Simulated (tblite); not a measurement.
Compound: C5H8BN.
Numbering: `[CH3:1][N:2]1[BH:3][CH:4]=[CH:5][CH:6]=[CH:7]1` (hydrogens: H8, H9, H10 on C1; H11 on B3; H12 on C4; H13 on C5; H14 on C6; H15 on C7)

Computed with GFN2-xTB (tblite), gas phase: L-BFGS steps from a force-field or distance-geometry start until the largest atomic force falls under 0.01 eV/Å.

Step 3: E = -515.6854 eV
```
atom  x, y, z in Å  |  force x, y, z in eV/Å
C1     -2.1923   -0.1772    0.0600    0.152   0.040  -0.050
N2     -0.7274   -0.0757    0.0650   -0.543   0.135  -0.062
B3      0.0825   -1.2369    0.1965    0.146  -0.594   0.066
C4      1.5824   -1.0458    0.1221    0.298  -0.129   0.031
C5      2.0744    0.2104   -0.0711    0.206   0.005  -0.007
C6      1.1947    1.3075   -0.2102    0.192   0.057  -0.012
C7     -0.1573    1.1422   -0.1413   -0.128   0.334  -0.062
H8     -2.5355   -0.9896    0.7035    0.282   0.008  -0.018
H9     -2.6920    0.7320    0.4045    0.297   0.107  -0.019
H10    -2.5680   -0.3931   -0.9477    0.174   0.056   0.027
H11    -0.3620   -2.3313    0.3482   -0.214   0.499  -0.030
H12     2.3155   -1.8648    0.2151   -0.487   0.410  -0.037
H13     3.1507    0.3793   -0.1211   -0.239   0.123  -0.030
H14     1.6059    2.3001   -0.3825   -0.156  -0.239   0.072
H15    -0.7760    2.0509   -0.2629    0.020  -0.813   0.131
```

Step 4: E = -515.7258 eV
```
atom  x, y, z in Å  |  force x, y, z in eV/Å
C1     -2.1781   -0.1737    0.0594   -0.250   0.033  -0.042
N2     -0.7310   -0.0775    0.0617   -0.078   0.018  -0.010
B3      0.0792   -1.2363    0.1955    0.249  -0.270   0.030
C4      1.5766   -1.0396    0.1236    0.144  -0.265   0.023
C5      2.0736    0.2073   -0.0720    0.195   0.261  -0.019
C6      1.1955    1.3017   -0.2088    0.098  -0.015  -0.006
C7     -0.1536    1.1327   -0.1401   -0.059   0.182  -0.050
H8     -2.5239   -0.9844    0.6974    0.231  -0.093   0.098
H9     -2.6819    0.7318    0.4017    0.270   0.187   0.026
H10    -2.5622   -0.3906   -0.9406    0.133   0.035  -0.147
H11    -0.3682   -2.3076    0.3466   -0.333   0.069   0.025
H12     2.3022   -1.8502    0.2133   -0.269   0.120   0.007
H13     3.1436    0.3874   -0.1225   -0.086   0.066  -0.031
H14     1.6002    2.2884   -0.3794   -0.060   0.003   0.032
H15    -0.7763    2.0186   -0.2577   -0.185  -0.331   0.065
```

Step 5: E = -515.7399 eV
```
atom  x, y, z in Å  |  force x, y, z in eV/Å
C1     -2.1774   -0.1720    0.0585   -0.171  -0.003  -0.027
N2     -0.7320   -0.0783    0.0603    0.122  -0.049  -0.001
B3      0.0821   -1.2387    0.1954    0.110  -0.050   0.007
C4      1.5757   -1.0401    0.1244    0.101   0.057  -0.028
C5      2.0758    0.2095   -0.0725   -0.012   0.036   0.020
C6      1.1957    1.2989   -0.2082    0.126   0.049  -0.017
C7     -0.1515    1.1305   -0.1403   -0.116  -0.060  -0.011
H8     -2.5159   -0.9840    0.6968    0.174  -0.100   0.115
H9     -2.6740    0.7349    0.4011    0.207   0.215   0.046
H10    -2.5580   -0.3891   -0.9405    0.086   0.027  -0.192
H11    -0.3763   -2.2985    0.3465   -0.344  -0.088   0.044
H12     2.2939   -1.8439    0.2128   -0.050  -0.112   0.035
H13     3.1401    0.3915   -0.1236    0.069   0.068  -0.034
H14     1.5974    2.2847   -0.3779   -0.029   0.080   0.019
H15    -0.7801    2.0026   -0.2550   -0.273  -0.071   0.026
```

Step 6: E = -515.7519 eV
```
atom  x, y, z in Å  |  force x, y, z in eV/Å
C1     -2.1792   -0.1708    0.0573    0.016  -0.029  -0.008
N2     -0.7309   -0.0801    0.0592    0.147  -0.122  -0.001
B3      0.0861   -1.2418    0.1955   -0.036   0.068  -0.005
C4      1.5773   -1.0382    0.1243   -0.046   0.077  -0.025
C5      2.0770    0.2107   -0.0723   -0.014   0.051   0.010
C6      1.1984    1.2983   -0.2082   -0.141   0.022  -0.001
C7     -0.1522    1.1277   -0.1407    0.088  -0.152   0.000
H8     -2.5062   -0.9856    0.6985    0.104  -0.056   0.083
H9     -2.6637    0.7417    0.4016    0.152   0.167   0.039
H10    -2.5530   -0.3874   -0.9443    0.045   0.030  -0.156
H11    -0.3894   -2.2929    0.3473   -0.283  -0.130   0.047
H12     2.2865   -1.8413    0.2132    0.123  -0.251   0.049
H13     3.1389    0.3962   -0.1251    0.130   0.054  -0.029
H14     1.5945    2.2832   -0.3762    0.017   0.169   0.002
H15    -0.7885    1.9884   -0.2522   -0.303   0.102  -0.003
```

Q: Estimate the geometry and energy of step 7. (The exact step hangs on the optimiser's Hessian estimate; all steps are aligned on step 6, rigid shifts and turns removed.)

A: E = -515.7638 eV, largest force 0.355 eV/Å
```
atom  x, y, z in Å  |  force x, y, z in eV/Å
C1     -2.1806   -0.1702    0.0558    0.193  -0.024   0.004
N2     -0.7286   -0.0843    0.0580    0.146  -0.108  -0.017
B3      0.0899   -1.2455    0.1958   -0.207   0.070  -0.003
C4      1.5788   -1.0368    0.1239   -0.040   0.146  -0.029
C5      2.0795    0.2144   -0.0722   -0.103  -0.100   0.017
C6      1.1977    1.2982   -0.2082   -0.085   0.109  -0.012
C7     -0.1508    1.1235   -0.1415   -0.087  -0.136   0.009
H8     -2.4937   -0.9886    0.7022    0.022   0.028   0.012
H9     -2.6493    0.7523    0.4030    0.115   0.031   0.004
H10    -2.5466   -0.3849   -0.9515    0.015   0.042  -0.037
H11    -0.4092   -2.2892    0.3491   -0.160  -0.093   0.036
H12     2.2805   -1.8432    0.2146    0.216  -0.278   0.048
H13     3.1397    0.4021   -0.1273    0.161   0.046  -0.021
H14     1.5918    2.2852   -0.3744    0.004   0.150   0.002
H15    -0.8034    1.9747   -0.2493   -0.192   0.117  -0.014
```

The energy changes by -0.0120 eV. The first-order estimate −F·Δx gives -0.0177 eV and the mean of the old and new forces, exact on a quadratic surface, -0.0120 eV. The step makes an angle of 53° with the force vector and moves no atom by more than 0.020 Å.

What follows is the cost of the whole relaxation. On one thread of an Arm Neoverse V2, no GPU, shared host with 96 logical CPUs at a one-minute load of 45, this took 0.26 s of wall time.
